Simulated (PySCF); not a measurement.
Mg(Me) (CH3Mg), SMILES [CH3][Mg+], charge +1.

Coordinates come from a PBE0-D3(BJ)/def2-TZVP optimisation. The spin state was assumed, not searched. The isomer is the one that the SMILES or the coordinates give; other isomers of the formula were not compared.

Two levels are set side by side: TDA-PBE/def2-TZVPD (PySCF) and TDA-B3LYP/def2-TZVPD (PySCF). Vertical, same geometry. The lowest singlet is HOMO→LUMO 90 % with PBE and HOMO→LUMO 93 % with the other functional; states are paired by order. Differences are taken from unrounded values.

| quantity | TDA-B3LYP | TDA-PBE | TDA-PBE minus TDA-B3LYP |
|---|---|---|---|
| lowest singlet excitation (eV) | 5.01 | 5.02 | 0.01 |
| lowest triplet excitation (TDA) (eV) | 2.17 | 2.22 | 0.05 |
| first bright state (f over 0.05) (eV) | 5.01 | 5.02 | 0.01 |
| its oscillator strength | 0.70 | 0.69 | -0.01 |

Rough cost on one machine, each run with all the roots and properties that it gave: TDA-B3LYP against TDA-PBE within a factor of 2.
